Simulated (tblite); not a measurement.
C3H10Si, singlet, at a GFN2-xTB geometry; GFN1-xTB with ALPB(water) (tblite 0.6.0).

tblite was given this input:
```
$ tblite run mol.xyz --method gfn1 --charge 0 --spin 0 --alpb water --json tblite.json --no-restart

# file mol.xyz
14

Si     0.04227581     0.17410565     0.35767998
C     -0.94677323     1.32330318    -0.79306653
C      1.75998590    -0.15337865    -0.39419538
C     -0.88714883    -1.47441790     0.56171541
H      0.19817869     0.81616493     1.67671672
H     -1.08207267     0.88244973    -1.77698739
H     -1.93349276     1.53106784    -0.39013129
H     -0.44225768     2.27526120    -0.92863343
H      2.35085242    -0.80627152     0.24121477
H      1.68499224    -0.62713212    -1.36922950
H      2.31726365     0.76979478    -0.52198718
H     -1.02111986    -1.97760373    -0.39202130
H     -1.87270611    -1.32118853     0.99105908
H     -0.34788226    -2.15306147     1.21575889
```

It wrote (shortened):

```
xTB calculator
 | screened Coulomb repulsion
 | Coulomb electrostatics
 |  * isotropic Klopman-Ohno-Mataga-Nishimoto electrostatics
 |  * onsite third-order electrostatics
 | DFT-D3(BJ) dispersion correction
 | Interactions (3)
 | [1] alpb/gbsa reaction field model
 | [2] cds contribution to solvation
 | [3] empirical free energy shift and standard state/solvent correction

halogen bonding energy    0.0000000000000E+00 Eh
repulsion energy          1.9552787494750E-01 Eh
dispersion energy        -4.4861835291893E-03 Eh
interaction energy        2.0954607822474E-03 Eh
number of electrons       2.6000000000000E+01 e
integral cutoff           2.8146159136829E+01 bohr

------------------------------------------------------------
  cycle        total energy    energy error   density error
------------------------------------------------------------
      1     -13.58349139983  -1.3776629E+01   5.4872969E-01
      2     -13.58876810774  -5.2767079E-03   3.1947224E-01
      3     -13.58892014472  -1.5203698E-04   1.8565344E-02
      4     -13.58894494876  -2.4804034E-05   3.5651286E-03
      5     -13.58894964241  -4.6936503E-06   1.6816185E-04
      6     -13.58894966150  -1.9093735E-08   2.8174782E-05
      7     -13.58894966182  -3.2027003E-10   6.5251559E-06
------------------------------------------------------------

electronic energy        -1.3782086814022E+01 Eh
total energy             -1.3588949661821E+01 Eh

Post processing:
 | Mayer-Wiberg bond orders

[Info] JSON dump of results written to 'tblite.json'
```
